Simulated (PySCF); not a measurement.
C₂H₇BO₃, SMILES COB(O)CO. Atoms are numbered in the order given.

```xyz
13

C      2.4757    -0.1248    -0.2481
O      1.2696     0.6080    -0.1377
B      0.0639     0.0121     0.0293
O     -0.0803    -1.3405     0.0691
C     -1.2466     0.8983     0.2074
O     -2.4197     0.0609     0.1678
H      2.3012    -1.2111    -0.2148
H      3.1504     0.1556     0.5773
H      2.9711     0.1311    -1.1989
H     -1.0260    -1.5186     0.2177
H     -1.2317     1.3850     1.1992
H     -1.3052     1.7245    -0.5250
H     -2.7115     0.0051    -0.7507
```

Geometry: B3LYP-D3(BJ)/def2-SVP. Other conformers were not sampled.

The numbers are results of PySCF with PBE/pcSseg-1, not measurements.

GIAO shieldings, no solvent; atoms alike by connectivity are averaged. δ = σ(ref) − σ: ¹³C against TMS (σ = 182.0 ppm); ¹⁷O against H2O (σ = 334.3 ppm); ¹¹B against BF3 (σ = 83.9 ppm); ¹H against TMS (σ = 31.49 ppm), references at their B3LYP-D3(BJ)/def2-TZVP geometries, non-relativistic.

```csv
nucleus,atoms,count,δ (ppm)
¹³C,C5,1,58.7
¹³C,C1,1,56.1
¹⁷O,O4,1,140.0
¹⁷O,O2,1,103.1
¹⁷O,O6,1,14.9
¹¹B,B3,1,17.8
¹H,H10,1,6.51
¹H,"H7, H8, H9",3,4.24
¹H,"H11, H12",2,3.66
¹H,H13,1,-0.35
```
